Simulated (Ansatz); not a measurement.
Species: CH₂ClF₂Si (charge 0, doublet). It need not be the lowest isomer of its formula. 
Geometry from a B3LYP-D3(BJ)/def2-TZVP (Ansatz, a program for electronic structure) optimisation:
```xyz
7

C     -1.9698     0.1315     0.0967
Si    -0.1631     0.2562     0.1820
F      0.3370     0.1624     1.6837
F      0.3334     1.6433    -0.4041
Cl     0.7734    -1.2212    -0.8676
H     -2.5409     0.5975    -0.6966
H     -2.5383    -0.4641     0.8001
```
Charge 0, spin multiplicity 2.

Computed values are from Ansatz. Cores are frozen in the correlated levels unless marked. Open shells are spin-unrestricted. No spin-orbit coupling. No relativistic terms. Basis-set limits of correlation are two-point, X^-3; Hartree-Fock from the larger set. The bracket is a focal-point correction in the basis named.

```yaml
atomisation energy De: 2776.4 kJ/mol at RI-MP2/CBS(cc-pV(T+d)Z,cc-pV(Q+d)Z)+[CCSD(T)-MP2]/cc-pV(T+d)Z
total_energy: -987.8287 Eh at RI-MP2/CBS(cc-pV(T+d)Z,cc-pV(Q+d)Z)+[CCSD(T)-MP2]/cc-pV(T+d)Z
dipole_moment: 2.22 D at CCSD(T)/aug-cc-pV(D+d)Z
T1 diagnostic: 0.011 at CCSD/cc-pV(T+d)Z
```
